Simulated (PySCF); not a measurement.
Members of the series SiXY, Y = methyl; each row names its spin state. Isolated molecules, 0 K electronic values unless said otherwise. One relaxed conformer stands for each flexible species; it need not be the lowest. Strings in code marks are SMILES.

The dipole moment from two functionals at the same geometries (PBE0-D3(BJ)/def2-SVP), both in PySCF: PBE-D3(BJ)/def2-TZVP and ωB97X-D3(BJ)/def2-TZVP. 

```csv
species,ωB97X-D3(BJ)/def2-TZVP (D)
"X = H, multiplicity 1 (`C[SiH]` (lower singlet))",1.10
"X = H, multiplicity 3 (`C[SiH]` (excited triplet))",1.02
"X = fluoro, multiplicity 1 (`C[Si]F` (lower singlet))",1.63
"X = fluoro, multiplicity 3 (`C[Si]F` (excited triplet))",2.12
"X = cyano, multiplicity 1 (`C[Si]C#N` (lower singlet))",3.68
"X = cyano, multiplicity 3 (`C[Si]C#N` (excited triplet))",4.47
"X = ethynyl, multiplicity 1 (`C#C[Si]C` (lower singlet))",1.27
"X = ethynyl, multiplicity 3 (`C#C[Si]C` (excited triplet))",0.94
```

What does PBE-D3(BJ)/def2-TZVP give for each?


- X = H, multiplicity 1 (`C[SiH]` (lower singlet)): 1.15
- X = H, multiplicity 3 (`C[SiH]` (excited triplet)): 1.11
- X = fluoro, multiplicity 1 (`C[Si]F` (lower singlet)): 1.56
- X = fluoro, multiplicity 3 (`C[Si]F` (excited triplet)): 2.06
- X = cyano, multiplicity 1 (`C[Si]C#N` (lower singlet)): 3.57
- X = cyano, multiplicity 3 (`C[Si]C#N` (excited triplet)): 4.45
- X = ethynyl, multiplicity 1 (`C#C[Si]C` (lower singlet)): 1.29
- X = ethynyl, multiplicity 3 (`C#C[Si]C` (excited triplet)): 1.08
Over these rows, drawn at random from the members with no instability flagged (it was tested for open shells, ions and some series alone), PBE minus ωB97X-D3(BJ): mean 0.00 D, from -0.11 D to +0.14 D.
